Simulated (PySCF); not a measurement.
**How exact exchange moves a shielding**

Molecule: SMILES B1OCCCO1, C3H7BO2.

Bonds (- single, = double, # triple, : aromatic): B1-O2 1.359 Å, O2-C3 1.412 Å, C3-C4 1.517 Å, C4-C5 1.517 Å, C5-O6 1.412 Å, O6-B1 1.359 Å. B1 carries H7; C3 carries H8, H9; C4 carries H10, H11; C5 carries H12, H13.

GIAO shieldings (ppm, equivalent atoms averaged) in PySCF 2.14 on the PBE0-D3(BJ)/def2-SVP geometry, basis pcSseg-1, gas phase, non-relativistic:

| functional | exact exchange (%) | σ(B1) | σ(O2/O6) | σ(C3/C5) |
| --- | --- | --- | --- | --- |
| BLYP | 0 | 71.0 | 184.0 | 108.9 |
| BP86 | 0 | 73.8 | 189.4 | 114.7 |
| PBE | 0 | 73.3 | 187.0 | 114.9 |
| B3LYP | 20 | 74.0 | 198.3 | 115.1 |
| PBE0 | 25 | 77.0 | 204.2 | 122.0 |
| mPW1PW91 | 25 | 77.0 | 204.4 | 121.1 |
| HF | 100 | 88.3 | 244.8 | 134.8 |

Task: Fit each shielding as a line in the percentage of exact exchange.

Result: σ(B1) = 72.5 + 0.16 x (rms 1.1 ppm); σ(O2/O6) = 187.6 + 0.58 x (rms 2.0 ppm); σ(C3/C5) = 113.4 + 0.22 x (rms 2.6 ppm). The functionals also differ in their semilocal parts, which the line can't hold; Hartree–Fock has no correlation at all.

Task: What does the line predict for BHandHLYP (50 %), and what does the run give?

Result: σ(B1): 80.5 predicted, 78.7 computed; σ(O2/O6): 216.6 predicted, 216.9 computed; σ(C3/C5): 124.4 predicted, 122.9 computed ppm.
